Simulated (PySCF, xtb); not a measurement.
CuH₄O₂, SMILES [OH2]->[Cu+]<-[OH2], charge +1, multiplicity 1.

Harmonic wavenumbers (cm⁻¹) from xtb with GFN2-xTB at its own minimum, in rising order: 28, 93, 95, 239, 446, 471, 474, 537, 555, 1441, 1443, 3513, 3515, 3535, 3536.

Q: What does r2SCAN-D4/def2-TZVP (PySCF) give at its own minimum? (Estimate from the structure and the level; the computed values follow.)

A: 100, 131, 131, 227, 228, 405, 520, 625, 626, 1640, 1641, 3754, 3756, 3837, 3837. Paired by order, the mean absolute difference is 142 cm⁻¹ and the zero-point energies are 28.5 and 30.7 kcal/mol.
